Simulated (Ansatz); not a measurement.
FH$_{3}$O$_{2}$SZr, SMILES `[OH][Zr]([OH])([F])[SH]`. The species carries charge 0 and has multiplicity 1. Zr: def2 effective core potential. The structure was optimised at the PBE0-D4/def2-TZVP level. It is one conformer, not always the lowest.

```xyz
8

O    -1.598    1.146   -0.201
Zr   -0.279   -0.171    0.183
O     1.284    0.508    1.040
F    -1.012   -1.533    1.306
S     0.361   -1.118   -2.003
H    -2.172    1.902   -0.281
H     1.993    1.016    1.423
H     1.423   -1.750   -1.468
```

What is the dipole moment at ωB97M-V/def2-TZVPP? (Estimate.)

Ansatz gave: 3.58 D, with components (0.71, 3.22, 1.40) D in this frame, pointing from negative to positive charge.

And with PBE, r2SCAN, B3LYP? (Best estimate.)

Ansatz gave: PBE 3.45 D, r2SCAN 3.52 D, B3LYP 3.50 D.

Give the Mulliken charges with ωB97M-V, B3LYP, PBE in def2-TZVPP. (An estimate is asked.)

Ansatz gave: 
| atom | ωB97M-V | B3LYP | PBE |
| --- | --- | --- | --- |
| O1 | -0.49 | -0.52 | -0.47 |
| Zr2 | 1.28 | 1.34 | 1.18 |
| O3 | -0.49 | -0.52 | -0.47 |
| F4 | -0.39 | -0.40 | -0.35 |
| S5 | -0.36 | -0.38 | -0.38 |
| H6 | 0.17 | 0.19 | 0.19 |
| H7 | 0.17 | 0.19 | 0.19 |
| H8 | 0.12 | 0.10 | 0.11 |

B3LYP here is the variant with VWN-RPA as its local correlation; programs differ in this.
